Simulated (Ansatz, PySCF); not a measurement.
Another site gives an ion 67929.21 eV lower (`O[SiH2]Br`) at the level CAM-B3LYP-D3(BJ)/def2-TZVPD (PySCF).

All values below come from frozen-core CCSD(T)/def2-TZVPD // CAM-B3LYP-D3(BJ)/def2-TZVPD in Ansatz (a quantum-chemistry and plane-wave program).

Ansatz 0.2 input:
```yaml
crystal:
  periodic: [false, false, false]
  atoms:
    - { symbol: C, position_ang: [1.521185, -0.58982, 0.19472] }
    - { symbol: C, position_ang: [0.807776, 0.320038, -0.455263] }
    - { symbol: Si, position_ang: [-0.992741, 0.62732, -0.131774] }
    - { symbol: O, position_ang: [-1.602386, -0.466061, 0.938662] }
    - { symbol: H, position_ang: [2.572561, -0.756814, -0.010992] }
    - { symbol: H, position_ang: [1.081724, -1.206576, 0.970887] }
    - { symbol: H, position_ang: [1.308319, 0.911878, -1.21868] }
    - { symbol: H, position_ang: [-1.727703, 0.571514, -1.418893] }
    - { symbol: H, position_ang: [-1.198915, 1.951942, 0.48512] }
    - { symbol: H, position_ang: [-1.769816, -1.36342, 0.646214] }
basis:
  gaussian: { orbitals: def2-TZVPD }
correlation:
  method: ccsd_t
```

Output:

```
Functional definition: HF
1429 factors; integrals over basis functions are off by at most 8.7e-4 eV
mean field evaluation 1: about -12054.1606 eV, gradient 4.2e1 eV
mean field evaluation 2: about -12054.2217 eV, gradient 4.2e1 eV
mean field evaluation 4: about -12058.0737 eV, gradient 4.1e0 eV
mean field evaluation 8: about -12058.1275 eV, gradient 1.8e-1 eV
mean field evaluation 16: about -12054.1597 eV, gradient 4.2e1 eV
mean field -12058.12763711 eV, -443.1280173713 hartree, gradient 8.4e-7 eV, S^2 0.000000; 0 other end points of the search recorded, 0 dependent functions left out
8 core orbitals not correlated
reference -12058.12763711 eV, -443.1280173713 hartree; 12, 12 occupied and 191, 191 virtual orbitals, 1429 factors
second order -18.37478288 eV of doubles, -0.00000000 eV of singles
cycle   1  -18.86497522 eV  change   -4.9e-1 eV  update   9.4e-2
cycle   2  -19.35989296 eV  change   -4.9e-1 eV  update   2.9e-2
cycle   3  -19.46233284 eV  change   -1.0e-1 eV  update   1.4e-2
cycle   4  -19.45436549 eV  change    8.0e-3 eV  update   3.6e-3
cycle   5  -19.45476728 eV  change   -4.0e-4 eV  update   1.4e-3
cycle   6  -19.45519948 eV  change   -4.3e-4 eV  update   3.5e-4
cycle   7  -19.45507748 eV  change    1.2e-4 eV  update   1.3e-4
cycle   8  -19.45506441 eV  change    1.3e-5 eV  update   4.3e-5
cycle   9  -19.45508022 eV  change   -1.6e-5 eV  update   1.8e-5
perturbative correction -0.77127370 eV, -0.0283437857 hartree
Total energy: -12078.35399103 eV, -443.8713221678 hartree
```

Cost: very roughly 4 core-minutes.
